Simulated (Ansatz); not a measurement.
Two structures of CH8SSn, singlet, reached by relaxing down either side of one saddle point (PBE0-D4/def2-TZVP). Energies are electronic, without zero-point energy. Ansatz 0.2.0; basis: def2-TZVPP and def2-QZVPP; cores frozen in the correlated methods. Filled d shells of the heavier atoms are correlated. Core potentials replace the inner electrons of the atoms past krypton. The def2 sets are not built for correlating such inner shells, so the correlated values are less sure here. Extrapolation: Hartree–Fock as exp(−7.88 √X), correlation as X^−2.97. First:

| atom | x (Å) | y (Å) | z (Å) |
| --- | --- | --- | --- |
| Sn1 | -0.8980 | 1.2140 | -1.5721 |
| S2 | 1.1597 | 1.9416 | -0.5582 |
| H3 | -0.5078 | 0.9720 | -3.2099 |
| H4 | -1.4188 | -0.2313 | -0.8337 |
| H5 | -2.0790 | 2.4307 | -1.3884 |
| H6 | 1.1325 | -0.8805 | 0.8319 |
| C7 | 0.6247 | -1.6752 | 1.3785 |
| H8 | 0.6246 | 2.0533 | 0.6688 |
| H9 | 0.3034 | -2.4489 | 0.6811 |
| H10 | 1.3057 | -2.1080 | 2.1111 |
| H11 | -0.2470 | -1.2676 | 1.8909 |

Second:

| atom | x (Å) | y (Å) | z (Å) |
| --- | --- | --- | --- |
| Sn1 | -1.1934 | -0.1839 | -0.8613 |
| S2 | 2.1212 | 1.8490 | -0.0523 |
| H3 | -0.2706 | -0.0587 | -2.2927 |
| H4 | -2.7240 | -0.8438 | -1.2544 |
| H5 | -1.4433 | 1.3852 | -0.2241 |
| H6 | 2.7275 | 1.6486 | 1.1278 |
| C7 | -0.2130 | -1.4255 | 0.5758 |
| H8 | 1.1220 | 2.5419 | 0.5145 |
| H9 | -0.0784 | -2.4290 | 0.1717 |
| H10 | 0.7614 | -0.9972 | 0.8086 |
| H11 | -0.8092 | -1.4869 | 1.4863 |

(1) Which bonds change from the first to the second?

(2) Give the saddle point's structure and its height above each. (To be estimated.)

The T1 diagnostic stays at or below 0.014. The end structure is not quite a true minimum (one mode of 33i cm⁻¹).

Results:

(1) SnH₄S ([SH][SnH3]) + CH₄ → CH₆Sn ([CH3][SnH3]) + H₂S; bonds formed: Sn1–C7, S2–H6; bonds broken: Sn1–S2, H6–C7.

(2) The calculation gives: 268.4 kJ/mol above the first and 190.6 kJ/mol above the second (CCSD(T) at an estimated basis limit (MP2 extrapolated from triple and quadruple zeta, plus CCSD(T) − MP2 in triple zeta)).
```xyz
11
angstrom
Sn -0.7960 0.3064 -0.9446
S 1.6209 1.5686 -0.1335
H -0.0518 0.2031 -2.4675
H -2.0063 -0.9364 -0.8965
H -1.5740 1.7260 -0.4249
H 0.8661 0.0940 0.3619
C 0.2258 -1.0652 0.7411
H 1.0250 2.2375 0.8668
H 0.2310 -1.9598 0.1166
H 1.1090 -1.1190 1.3882
H -0.6496 -1.0553 1.3922
```

Labels in which every atom is bracketed show which atoms are joined, not bond orders.

For scale, one of the runs: CCSD(T)/def2-TZVPP, 235 basis functions, launched by `ansatz run in.yaml --threads 4 --pin off --events-out ev --progress --plain --max-ram 9574MiB`. Time: 100 s of wall clock on 4 CPU threads of an Arm Neoverse V2; the host was shared. Peak host memory: 4.5 GiB.
